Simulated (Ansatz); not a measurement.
`C[SiH2]C1=NC1` + H₂O → `O[SiH2]C1=NC1` + CH₄  (formal hydrolysis of the Si–C bond)

Gas-phase electronic energies from Ansatz, PBE0-D4/def2-TZVP geometries. CCSD(T)/CBS adds triple-zeta CCSD(T) − MP2 to the extrapolated MP2 energy (def2 sets, frozen cores). This one scheme is used for every species. DFT in def2-TZVPP. One conformer a species, not always the lowest.

| level | ΔE (kcal/mol) |
| --- | --- |
| ωB97X-V | -22.5 |
| PBE | -20.9 |
| MP2/def2-TZVPP | -22.7 |
| HF/def2-QZVPP | -26.5 |

Question: What does CCSD(T)/CBS give? (An estimate is asked.)

Answer: Computed: -21.8 kcal/mol. The listed levels differ from it by -0.7, 0.9, -0.9, -4.7 kcal/mol.

Largest T1 diagnostic among the species: 0.012.

The D4 term adds +0.8 kcal/mol with B3LYP and +0.5 kcal/mol with PBE0; it sums over pairs of atoms, weighted by their polarisabilities, and B3LYP, whose exchange is more repulsive, gets the larger term. In def2-TZVPP, CCSD(T) changes the Hartree–Fock value by +4.1 kcal/mol (the triples alone add +0.4 kcal/mol) and MP2 by +3.8 kcal/mol.

CCSD(T)/CBS has its own doubt, a few kJ/mol and more with outer-core shells, so smaller differences from it don't rank the levels.

B3LYP here is the variant with VWN-RPA as its local correlation; programs differ in this.
